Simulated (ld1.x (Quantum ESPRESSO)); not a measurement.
# Transferability test, PAW potential for W (Z = 74)

- Element: W (Z = 74)
- Generator: ld1.x (Quantum ESPRESSO) 7.5
- Type: PAW
- Functional: LDA (PZ)
- Relativity: scalar-relativistic
- Frozen core: [Xe] 4f14
- Valence charge: 6
- Reference configuration: 5d4 6s1.5 6p0.5
- Partial waves: 6s (bound): rcut 2.00, rcutus 2.70 bohr; 6s channel at 2.95 Ry: rcut 2.00, rcutus 2.70 bohr; 6p (bound): rcut 2.15, rcutus 2.85 bohr; 6p channel at 0.9 Ry: rcut 2.15, rcutus 2.85 bohr; 5d (bound): rcut 2.35, rcutus 2.60 bohr; 5d channel at 4.75 Ry: rcut 2.35, rcutus 2.60 bohr
- Local potential: all-electron potential smoothed inside 2.55 bohr (lloc = -2)
- Core correction: Bessel-smoothed model core inside 2.50 bohr
- Augmentation charge: BESSEL, radius 1.50 bohr

Energies are relative to the spin-unpolarised reference configuration 5d4 6s1.5 6p0.5; without spin polarisation the order of configurations can differ from experiment. Not all tests gave a result: test run stopped at test 8 of 9 (negative rho). The frozen-core shift is the all-electron ΔE with the core orbitals held at their reference shape minus the fully relaxed ΔE.

Question: Give the all-electron excitation energy and the error of the potential for: 5d4 6s2 6p0; 5d4 6s1 6p0; 5d4 6s0 6p0; 5d3 6s2 6p0; 5d3 6s0 6p0; 5d4 6s0 6p2; 5d4 6s1.5 6p0.

Answer:

```csv
valence configuration,charge,ΔE all-electron (eV),error AE − PS (meV),frozen-core shift (meV)
5d4 6s2 6p0,0,-2.251,+0.6,-0.5
5d4 6s1 6p0,+1,6.882,-3.1,+2.8
5d4 6s0 6p0,+2,22.909,-17,+14
5d3 6s2 6p0,+1,6.808,-42,+38
5d3 6s0 6p0,+3,48.614,-205,+172
5d4 6s0 6p2,0,7.187,-3.1,+3.0
5d4 6s1.5 6p0,+0.5,1.493,-0.8,+0.8
```

Levels in the configuration 5d3 6s2 6p0:

| level | all-electron (eV) | pseudo (eV) |
| --- | --- | --- |
| 5d | -13.749 | -13.858 |
| 6s | -13.393 | -13.422 |

A variational frozen-core shift is positive and of second order in the change. This column holds negative values, so the frozen-core run of ld1.x carries numerical noise or an error of first order here, and the column gives no more than the rough size of the effect.
